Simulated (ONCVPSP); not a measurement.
# cobalt: excitation energies, all-electron against ONCV

Co (Z = 27), optimised norm-conserving Vanderbilt (ONCV), made with ONCVPSP 4.0.1 (LDA (Perdew-Wang 92), non-relativistic). Core [Ne] 3s2, reference 3p6 3d7 4s1.5 4p0.5. Waves: 4s: rc 2.52 bohr, ncon 4, nbas 6, qcut 2.8 1/bohr, 1 projector; 3p+4p: rc 1.28 bohr, ncon 3, nbas 7, qcut 10.4 1/bohr, 2 projectors; 3d: rc 1.04 bohr, ncon 4, nbas 9, qcut 13.1 1/bohr, 1 projector. Local part: polynomial inside 1.00 bohr (lpopt 2, dvloc0 0 Ha). Core correction: Teter function, fcfact 4.25, rcfact 1.25.

Energies are relative to the spin-unpolarised reference configuration 3p6 3d7 4s1.5 4p0.5; without spin polarisation the order of configurations can differ from experiment.

(1) Give the all-electron excitation energy and the error of the potential for: 3p6 3d7 4s2 4p0; 3p6 3d7 4s1 4p0; 3p6 3d7 4s0 4p0; 3p6 3d7 4s1 4p1.

Levels in the configuration 3p6 3d7 4s0 4p0:

```csv
level,all-electron (eV),pseudo (eV)
3p,-84.030,-83.916
3d,-27.575,-27.509
```

Note: ghosts flagged at negative energy: s at -32.5 eV; no localised positive-energy state flagged. A true bound ghost makes a file unfit for plane-wave use.

## Answers

(1)

```json
{"valence configuration": "3p6 3d7 4s2 4p0", "charge": "0", "ΔE all-electron (eV)": "-2.105", "error AE − PS (meV)": "-1.2"}
{"valence configuration": "3p6 3d7 4s1 4p0", "charge": "+1", "ΔE all-electron (eV)": "7.031", "error AE − PS (meV)": "-1.4"}
{"valence configuration": "3p6 3d7 4s0 4p0", "charge": "+2", "ΔE all-electron (eV)": "23.858", "error AE − PS (meV)": "-22"}
{"valence configuration": "3p6 3d7 4s1 4p1", "charge": "0", "ΔE all-electron (eV)": "2.174", "error AE − PS (meV)": "-1.3"}
```
